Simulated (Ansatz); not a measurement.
Ansatz (a program for electronic structure) input (CCSD(T)/def2-SVPD):

Ansatz 0.2 input:
```yaml
crystal:
  periodic: [false, false, false]
  atoms:
    - {symbol: Be, position_ang: [-0.00244410, 0.49155060, -0.08914113]}
    - {symbol: F, position_ang: [1.18983741, -0.20123978, -0.52014940]}
    - {symbol: F, position_ang: [-1.18875115, -0.01722715, 0.55976768]}
basis:
  gaussian:
    orbitals: def2-SVPD
total_charge: -1
magnetization: {spin_polarized: true, initial_magnetization: 1}
correlation: {method: ccsd_t, electrons: outside_noble_gas}
output: {forces: true}
```

End of the output:

```
mean field evaluation 8: about -5809.4874 eV, gradient 8.0e-2 eV
mean field evaluation 16: about -5809.4876 eV, gradient 1.8e-6 eV
mean field evaluation 32: about -5807.7045 eV, gradient 2.0e-1 eV
mean field evaluation 64: about -5807.1254 eV, gradient 4.7e-3 eV
mean field -5809.48761130 eV, -213.4947319033 hartree, gradient 1.8e-6 eV, S^2 0.750660; 3 other end points of the search recorded, 0 dependent functions left out
determinant -5809.48761130 eV, -213.4947319033 hartree, with singles and doubles -5821.42881995 eV, -213.9335632270 hartree
determinant -5807.70732762 eV, -213.4293076848 hartree, with singles and doubles -5819.61193168 eV, -213.8667938147 hartree
determinant -5807.39009967 eV, -213.4176497726 hartree, with singles and doubles -5819.31499878 eV, -213.8558817319 hartree
determinant -5807.12538626 eV, -213.4079217339 hartree, with singles and doubles -5819.11439197 eV, -213.8485095675 hartree
3 core orbitals not correlated
reference -5809.48761130 eV, -213.4947319033 hartree; 9, 8 occupied and 46, 47 virtual orbitals, 596 factors
densities: 0.29 GiB planned
second order -11.86811587 eV of doubles, -0.00000000 eV of singles
coupled cluster: 0.24 GiB planned
cycle   1  -11.94288871 eV  change   -1.7e-3 eV  update   1.0e-3
cycle   2  -11.94265108 eV  change    2.4e-4 eV  update   6.4e-4
cycle   3  -11.94258568 eV  change    6.5e-5 eV  update   4.0e-4
cycle   4  -11.94263661 eV  change   -5.1e-5 eV  update   7.5e-5
cycle   5  -11.94270650 eV  change   -7.0e-5 eV  update   2.9e-5
cycle   6  -11.94273523 eV  change   -2.9e-5 eV  update   9.1e-6
cycle   7  -11.94274446 eV  change   -9.2e-6 eV  update   3.6e-6
cycle   8  -11.94274402 eV  change    4.4e-7 eV  update   1.5e-6
cycle   9  -11.94274151 eV  change    2.5e-6 eV  update   5.8e-7
perturbative correction -0.24338199 eV, -0.0089441231 hartree
the calculation of the forces begins
Total energy: -5821.67373480 eV, -213.9425636818 hartree
Atom 0 at    -0.002444     0.491551    -0.089141 Å, force    -0.004773     0.959938    -0.174082 eV/Å
Atom 1 at     1.189837    -0.201240    -0.520149 Å, force     0.916477    -0.550685    -0.327971 eV/Å
Atom 2 at    -1.188751    -0.017227     0.559768 Å, force    -0.911704    -0.409253     0.502052 eV/Å
Dipole moment:     0.003634    -0.730821     0.132532 e Å
```
